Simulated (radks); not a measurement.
The numbers below are computed, except where a source is named.
Ionisation of the barium ion Ba+, [Xe] 6s1, to Ba2+, [Xe], under several functionals. Scalar-relativistic Kohn-Sham, spin-polarised, spherical densities, finite nucleus; open shells are filled with parallel spins first (spin-orbit coupling, left out, can overturn this in heavy ions); a radial shooting solver on a logarithmic mesh with Libxc functionals.

BP86: E(Ba+) (hartree) -8136.3576; Exc (hartree) -198.6555; IE (eV) 10.206; -e(HOMO) (eV) 8.053; <r> HOMO (bohr) 4.268; IE error (eV) +0.202
AM05: E(Ba+) (hartree) -8129.0435; Exc (hartree) -191.3020; IE (eV) 10.068; -e(HOMO) (eV) 7.897; <r> HOMO (bohr) 4.289; IE error (eV) +0.064
exchange-only LDA: E(Ba+) (hartree) -8123.4351; Exc (hartree) -185.6283; IE (eV) 9.682; -e(HOMO) (eV) 7.481; <r> HOMO (bohr) 4.362; IE error (eV) -0.321
OLYP: E(Ba+) (hartree) -8138.0939; Exc (hartree) -200.5168; IE (eV) 9.913; -e(HOMO) (eV) 7.591; <r> HOMO (bohr) 4.347; IE error (eV) -0.091
exchange-only r2SCAN: E(Ba+) (hartree) -8133.0878; Exc (hartree) -194.8976; IE (eV) 9.230; -e(HOMO) (eV) 7.459; <r> HOMO (bohr) 4.551; IE error (eV) -0.774
RPBE: E(Ba+) (hartree) -8135.4045; Exc (hartree) -197.7008; IE (eV) 10.062; -e(HOMO) (eV) 7.789; <r> HOMO (bohr) 4.337; IE error (eV) +0.058
MS2 meta-GGA: E(Ba+) (hartree) -8134.8913; Exc (hartree) -196.9811; IE (eV) 9.789; -e(HOMO) (eV) 7.845; <r> HOMO (bohr) 4.412; IE error (eV) -0.215
exchange-only B88: E(Ba+) (hartree) -8132.9440; Exc (hartree) -195.2045; IE (eV) 9.761; -e(HOMO) (eV) 7.535; <r> HOMO (bohr) 4.383; IE error (eV) -0.243
PBE: E(Ba+) (hartree) -8135.0397; Exc (hartree) -197.3309; IE (eV) 10.137; -e(HOMO) (eV) 7.866; <r> HOMO (bohr) 4.307; IE error (eV) +0.134
LDA (Slater exchange, Perdew-Zunger correlation): E(Ba+) (hartree) -8128.7817; Exc (hartree) -191.0343; IE (eV) 10.317; -e(HOMO) (eV) 8.058; <r> HOMO (bohr) 4.253; IE error (eV) +0.313
revPBE: E(Ba+) (hartree) -8135.3022; Exc (hartree) -197.5977; IE (eV) 10.040; -e(HOMO) (eV) 7.809; <r> HOMO (bohr) 4.324; IE error (eV) +0.036

NIST Atomic Spectra Database: 10.004 eV (measured). Closest: revPBE. The Delta-SCF values span 1.09 eV, the total energies 14.66 hartree. The highest occupied level is 6s.
